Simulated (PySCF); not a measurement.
C₅H₆Si. Atoms are numbered in the order given.

```xyz
12

Si     0.4719     0.3855     0.0000
C     -0.4513     2.0182     0.0000
C      0.0304    -0.5891    -1.4960
C     -0.2685    -1.2135    -2.4972
C      0.0304    -0.5891     1.4960
C     -0.2685    -1.2135     2.4972
H      1.9439     0.6063     0.0000
H     -0.1920     2.6061    -0.8945
H     -1.5382     1.8441     0.0000
H     -0.1920     2.6061     0.8945
H     -0.5315    -1.7689    -3.3791
H     -0.5315    -1.7689     3.3791
```
Charge 0, spin multiplicity 1.

Geometry: B3LYP-D3(BJ)/def2-SVP.

Vertical ionisation energy (IE) and electron affinity (EA) in eV. Rows of orbital energies are one-electron estimates. Where ΔSCF, EOM or ADC give a negative EA the extra electron is unbound and the value depends on the basis.

```tsv
level	IE	EA
−ε(HOMO), −ε(LUMO), B3LYP/def2-TZVP (PySCF)	[?]	[?]
−ε(HOMO), −ε(LUMO), PBE/def2-TZVP (PySCF)	6.85	1.36
```

Q: What belongs in the gaps? (The exact figures need the calculation; the answer reports its results.)

A: 
- −ε(HOMO), −ε(LUMO), B3LYP/def2-TZVP (PySCF), IE: 7.81
- −ε(HOMO), −ε(LUMO), B3LYP/def2-TZVP (PySCF), EA: 0.63
